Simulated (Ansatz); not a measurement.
The molecule CH-, multiplicity 3 (lowest of 2S+1 = 1, 3, 5 at CCSD(T)/def2-TZVPP on PBE0 minima; our sources give no spin for the ground state, which may be another).

Seven points along R, fitted to fifth degree in 1/R; most abundant isotopes. Runs in def2 and cc sets follow the lowest solution found near the PBE0 minimum.

Cores are frozen in the correlated methods. CBS(a, b) extrapolates the correlation energy as X⁻³ and adds the Hartree–Fock energy of set b.

The values were computed with Ansatz (Gaussian orbitals). Values without a source in brackets are computed.

### Question
What bond length and harmonic frequency does wB97X-V/def2-TZVPP give?

### Answer
r_e = 1.144 Å, ω_e = 2600 cm⁻¹.

### Question
What bond length and harmonic frequency does B2PLYP/def2-TZVPP give?

### Answer
r_e = 1.139 Å, ω_e = 2603 cm⁻¹.

### Question
What bond length and harmonic frequency does CCSD(T)/CBS(aug-cc-pVQZ, aug-cc-pV5Z) give?

### Answer
r_e = 1.136 Å, ω_e = 2634 cm⁻¹.

Ansatz is an electronic-structure program.
